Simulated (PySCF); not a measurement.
H2OSi, SMILES O=[SiH2].

Geometry: ωB97X-D3(BJ)/def2-TZVP.

Computed with PBE/def2-TZVPD in PySCF.

Isolated molecule, no solvent.

Computed frontier levels, gap, dipole moment and polarisability:
```json
{
 "highest_occupied_level": "-6.83 eV",
 "lowest_empty_level": "-3.18 eV",
 "orbital_gap": "3.65 eV",
 "dipole_moment": "3.47 D",
 "quadrupole, principal values (traceless, Buckingham form, about the centre of nuclear charge)": "-3.79, 0.23, 3.55 D·Å",
 "mean_static_polarisability": "31.9 bohr³ (4.73 Å³)",
 "polarisability_principal_values": "26.2, 32.2, 37.3 bohr³"
}
```
